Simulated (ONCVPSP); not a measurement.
holmium: variants of one ONCV potential

Base potential:

ONCVPSP 4.0.1 input, shortened (lines: element, Z, core and valence counts, functional; n l f; lmax; l rc ep ncon nbas qcut; lloc lpopt rc5 dvloc0; l nproj debl; icmod fcfact rcfact), BLYP, scalar-relativistic:

```
  Ho 67.00   10    4  -106131      upf
    1    0    2.00
    2    0    2.00
    2    1    6.00
    3    0    2.00
    3    1    6.00
    3    2   10.00
    4    0    2.00
    4    1    6.00
    4    2   10.00
    4    3   10.00
    5    0    2.00
    5    1    6.00
    5    2    1.00
    6    0    1.00
    2
    0    2.45    0.00    4    8    5.70
    1    1.80    0.00    4    7    6.90
    2    2.05    0.00    4    8    4.10
    4    5    1.45    2.00
    0    2    0.70
    1    1    0.90
    2    2    0.50
    0    0.00    0.00
```

All-electron outer shells of the reference configuration (BLYP, scalar-relativistic, ld1.x):

```
shell  level (eV)  outermost node (bohr)  outermost maximum (bohr)
   5s      -60.75                   0.61                      1.13
   5p      -35.45                   0.66                      1.28
   4f      -15.67                      –                      0.52
   6s       -9.68                   1.51                      3.07
   5d       -8.13                   0.74                      1.88
```

Cutoffs, loose and tight: the cutoffs (Ha) at which the residual kinetic energy of the hardest occupied pseudo-wave falls to 1 and 0.1 mHa per electron. They do not see the model core or the augmentation charge, which bear on the density cutoff. Test errors are all-electron minus pseudo excitation energies from the reference, over the configurations 5s2 5p6 5d1 6s2; 5s2 5p6 5d1 6s0; 5s2 5p6 5d0 6s0; 5s2 5p6 5d0 6s2 6p1. A dash means not determined; rows that change the core or the reference have their own tests. The largest error is taken over the tests solved by every variant that gives reliable tests at all: 5s2 5p6 5d0 6s0; 5s2 5p6 5d1 6s0; 5s2 5p6 5d1 6s2.

A true bound ghost makes a file unfit for plane-wave use even where its test errors are small: the radial tests pick states by their node count and pass the ghost by.

| change | outcome | cutoff, loose | cutoff, tight | bound ghosts | GHOST(+) flags above zero | largest test error (meV) |
| --- | --- | --- | --- | --- | --- | --- |
| base | generated | 17 Ha | 41 Ha | none | s | -33 |
| all radii scaled by about 1.09 (s 2.66, p 1.96, d 2.24 bohr); local potential polynomial inside 1.58 bohr (lpopt 5, dvloc0 2 Ha) | generated | 15 Ha | 36 Ha | d | d | -27 |
| all radii scaled by about 1.22 (s 2.98, p 2.18, d 2.50 bohr); local potential polynomial inside 1.76 bohr (lpopt 5, dvloc0 2 Ha) | generated | 8.0 Ha | 23 Ha | none | none | -11 |

Task: What comes out with this change to the base: all radii scaled by about 0.82 (s 2.02, p 1.48, d 1.68 bohr); local potential polynomial inside 1.20 bohr (lpopt 5, dvloc0 2 Ha)?

Result: outcome: generated; cutoff, loose: 22 Ha; cutoff, tight: 47 Ha; bound ghosts: none; GHOST(+) flags above zero: s; largest test error (meV): -37.

Task: What comes out with this change to the base: all radii scaled by about 1.29 (s 3.16, p 2.32, d 2.64 bohr); local potential polynomial inside 1.88 bohr (lpopt 5, dvloc0 2 Ha)?

Result: outcome: generated; cutoff, loose: 8.0 Ha; cutoff, tight: 18 Ha; bound ghosts: none; GHOST(+) flags above zero: none; largest test error (meV): -7.5.

Task: What comes out with this change to the base: all radii scaled by about 0.92 (s 2.26, p 1.66, d 1.90 bohr); local potential polynomial inside 1.34 bohr (lpopt 5, dvloc0 2 Ha)?

Result: outcome: generated; cutoff, loose: 19 Ha; cutoff, tight: 33 Ha; bound ghosts: none; GHOST(+) flags above zero: s; largest test error (meV): -35.

Reading the sweep of the scale of all radii (base = 1) (base included, trends over the rows without a ghost): The loose cutoff falls from 22 Ha at 0.82 to 8.0 Ha at 1.29. A larger radius leaves more room for a smooth pseudo-wave, so fewer plane waves are needed; a smaller one forces it to follow the all-electron wave where it bends sharply. Bound ghosts are found at 1.09.
